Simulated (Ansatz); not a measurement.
Si₃Mo⁺. The state is a quartet with charge 1. Geometry r2SCAN-D4/def2-SVP; atoms count from 1.

```csv
atom,x (Å),y (Å),z (Å)
Mo1,0.4293,1.4147,0.3410
Si2,-1.4778,-0.0481,-0.1984
Si3,0.6752,-0.4441,-1.2533
Si4,0.3734,-0.9225,1.1107
```

In the def2 sets Mo takes a core potential; there is no spin–orbit coupling. The charge 1 quartet is spin-contaminated (final ⟨S²⟩ up to 4.58, 3.75 for a pure state). The geometry of the quartet was relaxed on an unsound state (⟨S²⟩ 4.47, where a pure state has 3.75). At PBE0-D4/def2-TZVP a doublet of charge 1 lies 0.86 eV below the quartet, each at its own geometry. The structure comes from a short search, and lower isomers may exist.

(1) Estimate the Mulliken populations from the PBE0/def2-TZVP orbitals of Ansatz.

(2) Where does the spin sit?

(3) And the Mayer bond orders between bonded heavy atoms (over 0.3)?

Answers

(1) 
```csv
atom,charge (e),spin (α − β),d electrons
Mo1,0.62,3.69,4.68
Si2,0.13,-0.23,–
Si3,0.13,-0.23,–
Si4,0.13,-0.23,–
```
Mulliken values and Mayer orders depend strongly on the basis.

(2) Summed by element: Mo 3.69, Si -0.69, of 3 unpaired in all. Largest on single atoms: Mo1 3.69, Si2 -0.23, Si4 -0.23.

(3) Mo1–Si2 1.11 (2.46 Å); Mo1–Si3 1.12 (2.46 Å); Mo1–Si4 1.11 (2.46 Å); Si2–Si3 0.84 (2.43 Å); Si2–Si4 0.84 (2.43 Å); Si3–Si4 0.84 (2.43 Å).
